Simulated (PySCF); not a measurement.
A TDDFT job was run through a driver script with this input:

```
{"job": {"kind": "uv", "xc": "PBE0", "basis": "def2-SVPD", "nstates": 8, "ntriplets": 3}, "charge": 0, "multiplicity": 1}
C     -1.534457    -1.518480     0.215377
C     -0.831908    -0.520880    -0.289405
C     -0.003114     0.449185     0.526197
B     -1.012709     1.655890     0.834158
Cl    -0.952634     3.065522    -0.065900
O      1.152229     0.885721    -0.174107
C      2.107947    -0.124119    -0.368308
H     -2.129287    -2.165852    -0.405674
H     -1.544017    -1.724980     1.272809
H     -0.833649    -0.313482    -1.351034
H      0.305518    -0.056322     1.457589
H     -1.840571     1.515265     1.652394
H      2.956194     0.346815    -0.861707
H      1.723124    -0.936022    -0.996596
H      2.432919    -0.550271     0.589846
```

Computed, not measured: PySCF 2.14.0, density-fitted response routines, TDDFT PBE0/def2-SVPD, vertical, gas phase, core orbitals frozen in the response. Job line and output are in the format of a driver script around the code.

Question: What does the script print for it?

Answer: 
```
coarse grid: 13104 points
cycle   1  E = -716.5778199426  dE =  7.498e-01  |g| = 5.152e-01  |ddm| = 6.112e+00
cycle   2  E = -716.5269182593  dE =  5.090e-02  |g| = 7.424e-01  |ddm| = 2.131e+00
cycle   3  E = -716.6345777010  dE = -1.077e-01  |g| = 8.623e-02  |ddm| = 1.203e+00
cycle   4  E = -716.6359296661  dE = -1.352e-03  |g| = 2.907e-02  |ddm| = 2.106e-01
cycle   5  E = -716.6361409015  dE = -2.112e-04  |g| = 7.206e-03  |ddm| = 8.340e-02
cycle   6  E = -716.6361532595  dE = -1.236e-05  |g| = 2.628e-03  |ddm| = 1.785e-02
cycle   7  E = -716.6361549708  dE = -1.711e-06  |g| = 8.213e-04  |ddm| = 5.423e-03
final grid: 121976 points
cycle   8  E = -716.7252758440  dE = -3.486e-05  |g| = 1.044e-02  |ddm| = 1.326e-01
cycle   9  E = -716.7252537387  dE =  2.211e-05  |g| = 1.504e-02  |ddm| = 4.423e-02
cycle  10  E = -716.7252992399  dE = -4.550e-05  |g| = 1.556e-03  |ddm| = 2.462e-02
cycle  11  E = -716.7252998135  dE = -5.736e-07  |g| = 1.739e-04  |ddm| = 2.375e-03
cycle  12  E = -716.7252998192  dE = -5.735e-09  |g| = 9.832e-05  |ddm| = 6.413e-04
cycle  13  E = -716.7252998215  dE = -2.230e-09  |g| = 3.924e-05  |ddm| = 2.022e-04
cycle  14  E = -716.7252998219  dE = -3.904e-10  |g| = 6.540e-06  |ddm| = 7.129e-05
converged SCF energy = -716.7252998219

Static polarisability (au): isotropic 81.887, principal 67.041 79.839 98.781

Singlet excitations
state   eV       nm        f      main configurations
  1   4.7858    259.1   0.03378   H->L 0.90
  2   4.9963    248.2   0.02703   H-1->L 0.89
  3   5.8315    212.6   0.05465   H-2->L 0.86
  4   6.3913    194.0   0.00584   H-3->L 0.92
  5   6.6066    187.7   0.00085   H->L+1 0.81, H-1->L+1 0.14
  6   7.1021    174.6   0.15219   H-1->L+1 0.60, H-1->L+2 0.11
  7   7.1327    173.8   0.01977   H->L+2 0.81
  8   7.2363    171.3   0.05761   H-1->L+2 0.81

Triplet excitations (Tamm-Dancoff, eV): 3.9036 4.5876 5.0904
```

Geometry: GFN2-xTB, one conformer, isolated molecule.

The SCF starts on a coarse grid; the energy jumps when the final grid takes over, and dE counts afresh there. H and L stand for HOMO and LUMO.

The values belong to the conformer `[CH2:1]=[CH:2][C@H:3]([BH:4][Cl:5])[O:6][CH3:7]`: C1–C2–C3–B4 -92°, C2–C3–B4–Cl5 -100°, C2–C3–O6–C7 -68°.
